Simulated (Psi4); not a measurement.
Interaction energy of F4Si ··· C4H4S (SMILES F[Si](F)(F)F and c1ccsc1), singlet. Monomers: optimised at B3LYP-D3(BJ) (def2-TZVP), held rigid. Orientation: a random orientation, not optimised. The monomers approach along the line of their centres of mass (distance R); nothing else relaxes.

Geometry at R = 5.20 Å (first 5 atoms: monomer A):
```
14

F      1.4942    -0.1345    -0.4523
Si    -0.0002     0.0001     0.0002
F     -0.3050     1.4946     0.3610
F     -0.9411    -0.4580    -1.1666
F     -0.2479    -0.9022     1.2576
C     -4.4944    -3.9101     0.8155
C     -3.7848    -3.3137    -0.2634
C     -3.9139    -1.9549    -0.2881
S     -4.9001    -1.3928     1.0018
C     -5.1461    -2.9902     1.5852
H     -4.5187    -4.9726     1.0091
H     -3.2059    -3.8695    -0.9865
H     -3.4861    -1.2574    -0.9890
H     -5.7537    -3.1621     2.4581
```

Level of theory: SAPT0/jun-cc-pVDZ, frozen core (Psi4 1.11).

Components in kJ/mol:

| R / Å | electrostatics | exchange | induction | dispersion | total |
|---|---|---|---|---|---|
| 4.60 | -13.89 | 30.15 | -2.33 | -8.24 | 5.69 |
| 4.80 | -7.71 | 14.93 | -1.15 | -5.81 | 0.26 |
| 4.99 | -4.55 | 7.67 | -0.60 | -4.26 | -1.73 |
| 5.20 | -2.66 | 3.69 | -0.30 | -3.08 | -2.35 |
| 5.44 | -1.54 | 1.60 | -0.15 | -2.18 | -2.27 |
| 5.63 | -1.06 | 0.83 | -0.09 | -1.68 | -2.00 |
| 5.87 | -0.69 | 0.36 | -0.05 | -1.23 | -1.61 |
| 6.22 | -0.41 | 0.11 | -0.03 | -0.81 | -1.13 |
| 6.67 | -0.23 | 0.02 | -0.01 | -0.49 | -0.71 |
| 7.36 | -0.11 | 0.00 | 0.00 | -0.25 | -0.36 |
| 8.40 | -0.04 | 0.00 | 0.00 | -0.11 | -0.15 |
| 9.66 | -0.02 | 0.00 | 0.00 | -0.04 | -0.06 |
